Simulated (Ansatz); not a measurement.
Mulliken charges of `OB(F)[SiH3]` from ωB97M-V/def2-TZVPP in Ansatz (PBE0-D4/def2-TZVP geometry).

```tsv
atom	x (Å)	y (Å)	z (Å)	charge (e)
O1	1.706	0.481	-0.907	-0.228
B2	1.015	-0.228	0.011	0.351
F3	1.735	-1.062	0.754	-0.236
Si4	-0.996	-0.106	0.321	-0.013
H5	1.160	1.074	-1.428	0.197
H6	-1.284	0.325	1.715	-0.018
H7	-1.604	0.884	-0.613	-0.036
H8	-1.641	-1.426	0.091	-0.018
```

**Question.** By hand: the dipole of these point charges (1 e Å = 4.8032 D).

**Answer.** Σ q r = (-0.090, 0.262, -0.263) e Å, of length 0.382 e Å = 1.83 D.

**Question.** How does the dipole of the full density compare? (Best estimate.)

**Answer.** Ansatz gave: (-0.256, 0.268, -0.233) e Å, 2.10 D; the point charges give 0.87 times that, at 22° from its direction.

Point charges leave out the atoms' own dipoles, such as those of lone pairs, and Mulliken's split depends on the basis, so the two needn't agree.
